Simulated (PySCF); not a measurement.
Hf(F)2(OH)2 (F₂H₂HfO₂), SMILES [F][Hf]([F])([OH])[OH], multiplicity 1.

Geometry: B3LYP-D3(BJ)/def2-SVP. The spin state was assumed, not searched. The structure was generated by enumeration; whether it is a known compound was not checked. The def2 effective core potentials stand for the cores of Hf; spin–orbit coupling is left out. One conformer was computed; it need not be the lowest.

Level of theory: PySCF with TDA-PBE/def2-SVPD.

Vertical excitations. Isolated molecule, no solvent. State labels are in the subgroup C2v.

```csv
state,symmetry,energy (eV),λ (nm),f,main pairs
S1,B1,6.78,183,0.008,HOMO→LUMO 99 %
S2,B2,6.94,179,0.041,HOMO−1→LUMO 99 %
S3,A2,7.04,176,0.000,HOMO−2→LUMO 99 %
S4,B1,7.30,170,0.011,"HOMO→LUMO+1 81 %, HOMO−1→LUMO+2 14 %"
S5,B2,7.30,170,0.000,"HOMO→LUMO+2 78 %, HOMO−1→LUMO+1 22 %"
S6,A1,7.31,170,0.027,HOMO−3→LUMO 95 %
S7,B2,7.39,168,0.008,"HOMO−1→LUMO+1 77 %, HOMO→LUMO+2 21 %"
S8,A2,7.50,165,0.000,HOMO−2→LUMO+1 97 %
S9,A1,7.58,164,0.010,HOMO→LUMO+3 87 %
S10,B1,7.63,162,0.015,"HOMO−1→LUMO+2 61 %, HOMO→LUMO+4 26 %"
T1,B1,6.61,187,0,HOMO→LUMO 99 %
T2,B2,6.74,184,0,HOMO−1→LUMO 99 %
T3,A2,6.89,180,0,HOMO−2→LUMO 98 %
T4,B1,6.99,177,0,HOMO→LUMO+1 81 %
```
Triplets are in the Tamm–Dancoff approximation.
